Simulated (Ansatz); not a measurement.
`[F][Nb]([Cl])([Cl])([Cl])[Cl]` + H–F → `[F][Nb]([F])([Cl])([Cl])[Cl]` + HCl at 298.15 K and 1 bar (ligand exchange at the Nb–Cl bond).

Isolated molecules relaxed with PBE0-D4/def2-TZVP in Ansatz; ΔE leaves out vibrations. CCSD(T)/CBS is the MP2 limit (def2-TZVPP, def2-QZVPP) plus CCSD(T) − MP2 in def2-TZVPP, frozen cores. This one scheme is used for every species. Elements past krypton have def2 core potentials. For Nb outer-core shells are correlated without core-valence functions, which leaves a few kJ/mol of doubt a bond.

```
                        species  CCSD(T)/CBS energy (Eh)  H − E (kJ/mol)  S (J/(mol·K))
`[F][Nb]([Cl])([Cl])([Cl])[Cl]`              -1996.08183            45.6          399.9
                            H–F               -100.39570            33.5          173.6
 `[F][Nb]([F])([Cl])([Cl])[Cl]`              -1636.10104            47.2          390.3
                            HCl               -460.38127            26.6          186.8
```

H − E and S are ideal-gas, rigid-rotor, harmonic terms from PBE0-D4/def2-TZVP. 1 Eh = 2625.50 kJ/mol, R = 8.31446 J/(mol·K).

**Question.** By hand: ΔE, ΔH, ΔS and ΔG.

**Answer.** ΔE = (-1636.10104) + (-460.38127) − (-1996.08183) − (-100.39570) = -0.00478 Eh = -12.5 kJ/mol. Δ(H − E) = 47.2 + 26.6 − 45.6 − 33.5 = -5.3, so ΔH = -17.8 kJ/mol. ΔS = 390.3 + 186.8 − 399.9 − 173.6 = 3.6 J/(mol·K). ΔG = -17.8 − 298.15 × (3.6)/1000 = -18.9 kJ/mol.

**Question.** By hand: the equilibrium constant, and the temperature at which ΔG would vanish if ΔH and ΔS stayed fixed.

**Answer.** log₁₀ K = −ΔG/(RT ln 10) = 3.3. ΔH and −TΔS have one sign here, so there is no such temperature. One of them is within its doubt of zero, so this could turn.

The number of gas molecules stays the same, so ΔS is small and ΔH decides. A doubt of 5 kJ/mol in ΔE shifts log₁₀ K by 0.9 here. Modes under 60 cm⁻¹, often nearly free rotors, make the harmonic entropy too high. These are equilibria of isolated gas molecules and say nothing of rates. Largest T1 diagnostic: 0.021 (customary marks: 0.02 for closed shells, 0.045 for open ones).
